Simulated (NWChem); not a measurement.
Species: Si$_{2}$H$_{6}$S; SMILES S([SiH3])[SiH3]

```xyz
9

Si    -1.6467     0.0018    -0.3638
S      0.0000     0.0000     1.0216
Si     1.6467    -0.0018    -0.3638
H     -1.6201    -1.2124    -1.2336
H     -2.8815     0.0051     0.4694
H     -1.6153     1.2141    -1.2361
H      1.6153    -1.2141    -1.2361
H      2.8815    -0.0051     0.4694
H      1.6201     1.2124    -1.2336
```
Atoms are numbered in this order, from 1.

Level: PBE0/def2-SVP (NWChem), optimised geometry, unscaled harmonic frequencies. 

Task: List the harmonic frequencies with IR intensities, and the thermochemistry.

Result: 
| frequency (cm⁻¹) | IR intensity (km/mol) |
|---|---|
| 69 | 0.0 |
| 92 | 0.5 |
| 130 | 0.2 |
| 488 | 7.5 |
| 525 | 82.4 |
| 600 | 31.5 |
| 619 | 0.0 |
| 635 | 37.5 |
| 675 | 21.2 |
| 901 | 505.2 |
| 923 | 0.0 |
| 924 | 90.8 |
| 934 | 10.5 |
| 946 | 1.3 |
| 966 | 180.1 |
| 2228 | 36.8 |
| 2233 | 0.0 |
| 2235 | 91.4 |
| 2237 | 194.7 |
| 2263 | 118.2 |
| 2264 | 53.2 |

```
Quantity                                                                            Value
-----------------------------------------------------------------------  ----------------
zero-point energy                                                           32.7 kcal/mol
thermal correction to the enthalpy at 298.15 K (with zero-point energy)     37.3 kcal/mol
heat capacity Cv                                                         20.9 cal/(mol K)
entropy at 298.15 K and 1 atm (symmetry number 2)                        78.6 cal/(mol K)
dipole moment                                                                      1.12 D
```

Rigid rotor and harmonic oscillator; modes under 100 cm⁻¹ make the entropy uncertain.
